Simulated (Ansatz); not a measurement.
System: sum formula AlOCl2H (charge 0, singlet). 
Geometry from a B3LYP-D3(BJ)/def2-TZVP (Ansatz, an electronic-structure program) optimisation:
SMILES: [Al]([Cl])([Cl])[OH]
```xyz
5

O     -1.9343    -0.6046    -0.1661
Al    -0.3350    -0.1053    -0.0291
Cl     1.2387    -1.2612    -0.7676
Cl     0.0571     1.7102     0.9021
H     -2.1996    -1.4271    -0.5810
```
Charge 0, spin multiplicity 1.

Atomisation energy built up term by term with Ansatz (kcal/mol; UHF references for open shells; valence terms freeze the core; atomic spin-orbit terms are left out). CBS marks a two-point X^-3 extrapolation of the correlation energy; Hartree-Fock from the larger set (for Q and 5 zeta extrapolated as (X+1)exp(-9√X)).

```
term                                            basis  kcal/mol
-----------------------  ----------------------------  --------
Hartree-Fock             CBS(cc-pV(Q+d)Z,cc-pV(5+d)Z)    318.31
CCSD correlation         CBS(cc-pV(Q+d)Z,cc-pV(5+d)Z)    106.30
(T)                      CBS(cc-pV(Q+d)Z,cc-pV(5+d)Z)      9.45
core correlation                            cc-pwCVTZ     -0.15
scalar relativity (X2C)    cc-pVTZ-DK against cc-pVTZ     -1.34
sum: De                                                   432.6
```

(T) makes 2.2 % of the CCSD(T) atomisation energy; under 5 % is typical of single-reference molecules.
